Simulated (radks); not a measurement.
Results of a calculation; reference values are marked as such.
The nuclear charge of neutral manganese is varied continuously with 25 electrons held in [Ar] 3d5 4s2. Level of theory: non-relativistic Kohn-Sham, PBEsol, spin-polarised, spherical densities, point nucleus; open shells are filled with parallel spins first (a radial shooting solver on a logarithmic mesh with Libxc functionals). By the Hellmann-Feynman theorem dE/dZ = E(electron-nucleus)/Z, the electronic potential at the nucleus.

| Z | E (hartree) | E(electron-nucleus)/Z (hartree) | HOMO | e(HOMO) (eV) | <r> HOMO (bohr) |
|---|---|---|---|---|---|
| 24.75 | -1122.48906 | -107.903 | 4s | -2.655 | 3.577 |
| 25 | -1149.64430 | -109.338 | 4s | -4.419 | 3.317 |
| 25.25 | -1177.15769 | -110.768 | 4s | -6.373 | 3.111 |
| 25.5 | -1205.02805 | -112.194 | 4s | -8.501 | 2.942 |
| 25.75 | -1233.25441 | -113.616 | 4s | -10.792 | 2.797 |
| 26 | -1261.83599 | -115.036 | 4s | -13.238 | 2.672 |

The central difference of E at Z = 25 is -109.337 hartree, to compare with the third column; the second derivative is -5.73 hartree.
